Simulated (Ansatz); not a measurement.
Two isomers of CH5NSSn: A = `N=[C](S)[SnH3]`, B = `C[S][Sn][NH2]`.

Gas-phase electronic energies from Ansatz, PBE0-D4/def2-TZVP geometries. CCSD(T)/CBS adds triple-zeta CCSD(T) − MP2 to the extrapolated MP2 energy (def2 sets, frozen cores). Functionals use def2-TZVPP. Elements past krypton have def2 core potentials. For Sn outer-core shells are correlated without core-valence functions, which leaves a few kJ/mol of doubt a bond. Each species was taken in one conformer, which may not be the lowest.

A:

Z-matrix (Å, degrees):
```
Sn
C 1 2.174
H 1 1.705 2 109.9
H 1 1.705 2 109.9 3 120.7
H 1 1.707 2 104.9 3 -119.6
S 2 1.766 1 118.7 3 -60.8
N 2 1.263 1 125.1 3 119.1
H 6 1.342 2 97.1 1 -0.2
H 7 1.018 2 112.5 1 0.0
```

B:

```xyz
9

C    -1.130    0.681   -0.540
S     0.363    1.297   -1.362
Sn    2.233    0.082   -0.381
N     1.149   -1.037    0.899
H    -1.979    1.215   -0.966
H    -1.268   -0.386   -0.719
H    -1.100    0.877    0.532
H     0.149   -1.023    1.020
H     1.583   -1.705    1.516
```

Q: Which is lower in electronic energy at CCSD(T)/CBS, and by how much? (An estimate is asked.)

A: Ansatz gave: B, by 288.0 kJ/mol.

Q: Give E(B) − E(A) in kJ/mol with ωB97M-V, PBE-D4, PBE0-D4, r2SCAN-D4, HF/def2-TZVPP, B2PLYP, MP2/def2-TZVPP. (An estimate is asked.)

A: The calculation gave: ωB97M-V -279.7, PBE-D4 -284.5, PBE0-D4 -286.8, r2SCAN-D4 -283.4, HF/def2-TZVPP -275.8, B2PLYP -290.9, MP2/def2-TZVPP -291.3. None reverses the order clearly.

Largest T1 diagnostic: 0.016.
